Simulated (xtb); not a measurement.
C₆H₁₄B, doublet, at the geometry of the source list (the spin is typed, not shown lowest); GFN2-xTB in xtb 6.7.1.

xtb was given this input:
```
$ xtb mol.xyz --gfn 2 --chrg 0 --uhf 1 --json

# file mol.xyz
21

C     -1.15650000     1.72740000     0.33810000
C     -1.16410000     1.34330000    -0.96890000
B      0.07770000     0.20820000    -0.11650000
C     -0.43050000    -1.16540000     0.36340000
C     -1.90980000    -1.55100000     0.26410000
C      1.54000000     0.64170000    -0.36040000
C      2.63050000    -0.28080000     0.20100000
H     -0.56190000     2.56210000     0.68120000
H     -1.83810000     1.30390000     1.06240000
H     -0.62500000     1.91100000    -1.71430000
H     -1.90660000     0.65070000    -1.34340000
H      0.16300000    -1.96140000    -0.10250000
H     -0.13240000    -1.24440000     1.42240000
H     -2.21090000    -1.64960000    -0.77680000
H     -2.07500000    -2.51360000     0.74140000
H     -2.56120000    -0.82790000     0.74810000
H      1.70730000     0.70570000    -1.44610000
H      1.73500000     1.66410000    -0.01920000
H      3.61380000     0.11140000    -0.03870000
H      2.54880000    -0.35590000     1.27990000
H      2.55560000    -1.27930000    -0.21540000
```

The log (banner, timings and long lists left out):

```
   ID    Z sym.   atoms
    1    6 C      1, 2, 4-7
    2    5 B      3
    3    1 H      8-21

           -------------------------------------------------
          |                Calculation Setup                |
           -------------------------------------------------

molecular fragmentation (1/2 indicates fragments):
111112211111111122222
# atoms in fragment 1/2:    14     7
 fragment masses (1/2) :       67.93       29.06
CMA distance (Bohr)    :   5.923
constraining FC (au)   :  0.0500

           -------------------------------------------------
          |                 G F N 2 - x T B                 |
           -------------------------------------------------

          ...................................................
          :                      SETUP                      :
          :.................................................:
          :  # basis functions                  42          :
          :  # atomic orbitals                  42          :
          :  # shells                           28          :
          :  # electrons                        41          :
          :  max. iterations                   250          :
          :  Hamiltonian                  GFN2-xTB          :
          :  restarted?                      false          :
          :  GBSA solvation                  false          :
          :  PC potential                    false          :
          :  electronic temp.          300.0000000     K    :
          :  accuracy                    1.0000000          :
          :  -> integral cutoff          0.2500000E+02      :
          :  -> integral neglect         0.1000000E-07      :
          :  -> SCF convergence          0.1000000E-05 Eh   :
          :  -> wf. convergence          0.1000000E-03 e    :
          :  Broyden damping             0.4000000          :
          :  net charge                          0          :
          :  unpaired electrons                  1          :
          ...................................................

 iter      E             dE          RMSdq      gap      omega  full diag
   1    -21.1712219 -0.211712E+02  0.435E+00    4.61       0.0  T
   2    -21.2567363 -0.855144E-01  0.420E+00    4.46       1.0  T
   3    -21.4293494 -0.172613E+00  0.197E+00    4.08       1.0  T
   4    -21.4304745 -0.112505E-02  0.802E-01    4.01       1.0  T
   5    -21.4452480 -0.147735E-01  0.158E-01    4.03       1.0  T
   6    -21.4452751 -0.270529E-04  0.799E-02    4.04       1.0  T
   7    -21.4453191 -0.440220E-04  0.253E-02    4.03       1.0  T
   8    -21.4453205 -0.135429E-05  0.458E-03    4.03       4.8  T
   9    -21.4453206 -0.108117E-06  0.271E-03    4.03       8.0  T
  10    -21.4453207 -0.109895E-06  0.736E-04    4.03      29.7  T
  11    -21.4453207 -0.719575E-08  0.203E-04    4.03     107.5  T

   *** convergence criteria satisfied after 11 iterations ***

         :::::::::::::::::::::::::::::::::::::::::::::::::::::
         ::                     SUMMARY                     ::
         :::::::::::::::::::::::::::::::::::::::::::::::::::::
         :: total energy             -21.106713936197 Eh    ::
         :: gradient norm              0.119918512757 Eh/a0 ::
         :: HOMO-LUMO gap              4.031169015322 eV    ::
         ::.................................................::
         :: SCC energy               -21.445231412746 Eh    ::
         :: -> isotropic ES            0.025335815850 Eh    ::
         :: -> anisotropic ES          0.008110817237 Eh    ::
         :: -> anisotropic XC          0.013404013009 Eh    ::
         :: -> dispersion             -0.012687205464 Eh    ::
         :: repulsion energy           0.338517476549 Eh    ::
         :: add. restraining           0.000000000000 Eh    ::
         :: total charge               0.000000000000 e     ::
         :::::::::::::::::::::::::::::::::::::::::::::::::::::

           -------------------------------------------------
[...]
     3   5 B        2.991     0.214    18.001     7.078
     4   6 C        3.724    -0.132    23.146     6.870
     5   6 C        3.749    -0.098    22.429     6.754
     6   6 C        3.724    -0.134    23.196     6.877
     7   6 C        3.750    -0.102    22.510     6.766
     8   1 H        0.926     0.029     2.598     2.521
     9   1 H        0.926     0.035     2.515     2.480
    10   1 H        0.926     0.033     2.542     2.493
    11   1 H        0.925     0.045     2.388     2.417
    12   1 H        0.924     0.034     2.527     2.486
    13   1 H        0.923     0.034     2.526     2.486
    14   1 H        0.925     0.026     2.647     2.544
    15   1 H        0.925     0.025     2.654     2.548
    16   1 H        0.925     0.028     2.621     2.532
    17   1 H        0.923     0.032     2.558     2.501
    18   1 H        0.924     0.029     2.599     2.521
    19   1 H        0.925     0.028     2.619     2.531
    20   1 H        0.925     0.027     2.623     2.533
    21   1 H        0.925     0.028     2.616     2.529

 Mol. C6AA /au·bohr⁶  :       3120.597738
 Mol. C8AA /au·bohr⁸  :      68501.013422
 Mol. α(0) /au        :         85.031357

Wiberg/Mayer (AO) data.
largest (>0.10) Wiberg bond orders for each atom

 ---------------------------------------------------------------------------
     #   Z sym  total        # sym  WBO       # sym  WBO       # sym  WBO
 ---------------------------------------------------------------------------
     1   6 C    3.895 --     2 C    1.348     8 H    0.979     9 H    0.974
                             3 B    0.540
     2   6 C    3.947 --     1 C    1.348    10 H    0.976    11 H    0.969
                             3 B    0.611
     3   5 B    3.339 --     4 C    1.034     6 C    1.027     2 C    0.611
                             1 C    0.540
     4   6 C    3.972 --     3 B    1.034     5 C    1.014    12 H    0.955
                            13 H    0.943
     5   6 C    3.997 --     4 C    1.014    15 H    0.989    14 H    0.987
                            16 H    0.986
     6   6 C    3.974 --     3 B    1.027     7 C    1.010    18 H    0.962
                            17 H    0.948
     7   6 C    3.997 --     6 C    1.010    20 H    0.989    19 H    0.989
                            21 H    0.988
     8   1 H    0.999 --     1 C    0.979
     9   1 H    0.999 --     1 C    0.974
    10   1 H    0.999 --     2 C    0.976
    11   1 H    0.998 --     2 C    0.969
    12   1 H    0.999 --     4 C    0.955
    13   1 H    0.998 --     4 C    0.943
    14   1 H    0.999 --     5 C    0.987
    15   1 H    0.999 --     5 C    0.989
    16   1 H    0.999 --     5 C    0.986
    17   1 H    0.999 --     6 C    0.948
    18   1 H    0.999 --     6 C    0.962
    19   1 H    0.999 --     7 C    0.989
    20   1 H    0.999 --     7 C    0.989
    21   1 H    0.999 --     7 C    0.988
 ---------------------------------------------------------------------------

Topologies differ in total number of bonds
Writing topology from bond orders to xtbtopo.mol

molecular dipole:
                 x           y           z       tot (Debye)
 q only:       -0.042       0.028      -0.046
   full:       -0.072       0.100      -0.003       0.313
molecular quadrupole (traceless):
                xx          xy          yy          xz          yz          zz
 q only:       -0.777      -0.048      -0.281       0.128       0.133       1.058
  q+dip:       -1.324       1.541       0.422      -0.724      -0.008       0.902
   full:       -1.091       0.713       0.170      -0.369       0.048       0.920

           -------------------------------------------------
          | TOTAL ENERGY              -21.106713936197 Eh   |
          | GRADIENT NORM               0.119918512757 Eh/α |
          | HOMO-LUMO GAP               4.031169015322 eV   |
           -------------------------------------------------

normal termination of xtb
```
